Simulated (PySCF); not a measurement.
**Lu²⁺: excitation energy**

Lu²⁺ [Xe] 4f14 6s1 (2S) → Lu²⁺ [Xe] 4f14 6p1 (2P), as a difference of total energies. All numbers are calculated (PySCF 2.14, the spin-free X2C one-electron Hamiltonian (Gaussian nucleus), in x2c-TZVPPall with one added diffuse shell each of s, p, d type (12s8p8d2f2g, 108 functions)). Correlated levels: valence: [Kr] 4d10 frozen; valence and next inner shell: [Ar] 3d10 frozen. The calculations carry no spin-orbit coupling.

```tsv
method	excitation energy (eV)
UHF	4.927
LDA	5.265
PBE	5.046
PBE0	5.017
r2SCAN	4.892
M06-2X	5.012
PW91	5.062
revPBE	4.940
MP2 (valence)	5.360
SCS-MP2 (valence)	5.279
MP2 (valence and next inner shell)	5.395
SCS-MP2 (valence and next inner shell)	5.308
```

Q: How much does correlation contribute at MP2 (valence and next inner shell)?

A: 5.395 − (4.927) = 0.468 eV, measured against UHF.

A first-order spin-orbit estimate (lowest level to lowest level, LS coupling) adds -0.381 eV.
